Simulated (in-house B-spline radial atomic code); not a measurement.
RPA and G0W0 on TPSS: the iron ion Fe⁸⁺

Configuration [Ne] 3s2 3p6, mean-field start TPSS. Computed with a B-spline radial code for spherical atoms: all electrons, scalar-relativistic (spin-free one-electron X2C), finite nucleus, each spin shell either full or empty, empty states to l = 9 with an (l + 1/2)⁻⁴ tail; G0W0 by contour deformation at full frequency.

Command:
```bash
python run_gw.py task.json out
```
Settings (radii: box in bohr, nucleus in fm):
```
Z                        26
electrons                18
configuration            [Ne] 3s2 3p6
hamiltonian              x2c
method                   tpss,tpss
lmax                     9
rms_radius               3.7377
spin_polarised           False
box_radius               7.7
intervals                67
```

Cost of the run: 1 s on 1 thread of Arm Neoverse V2 (shared host).

Energies (hartree):

| term | value |
| --- | --- |
| mean-field total | -1252.04162 |
| Hartree-Fock functional on these orbitals | -1251.14716 |
| direct second order | -1.4623 |
| second-order exchange | 0.48582 |
| SOSEX correction | 0.44486 |

What is the RPA correlation energy, and what remains with SOSEX?

RPA gives -1.2834 hartree (-1.94 eV per electron); RPA + SOSEX gives -0.83852, and the second-order doubles -0.9765 hartree (no singles). SOSEX takes back 35 % of the RPA value.

Quasi-particle levels (eV):

| level | occupied | mean field | Σx - vxc | Σc | QP weight | G0W0 |
| --- | --- | --- | --- | --- | --- | --- |
| 3p | yes | -220.77 | -13.29 | ? | ? | ? |
| 3d | no | -164.68 | 16.59 | -3.42 | 0.973 | -151.51 |

G0W0 = mean field + (Σx - vxc) + Σc, with Σc (partial-wave tail included) taken at the quasi-particle energy. Only the outer levels were computed. Levels of low weight are left out.

Where does G0W0 put 3p?

At -234.43 eV, with Σc = -0.36 eV and a quasi-particle weight of 0.961. The tabulated removal energy is 233.6 ± 0.4 eV (NIST, semi-empirical); the calculation leaves out spin-orbit coupling, Breit and QED terms, and what these don't explain is the method's own error.
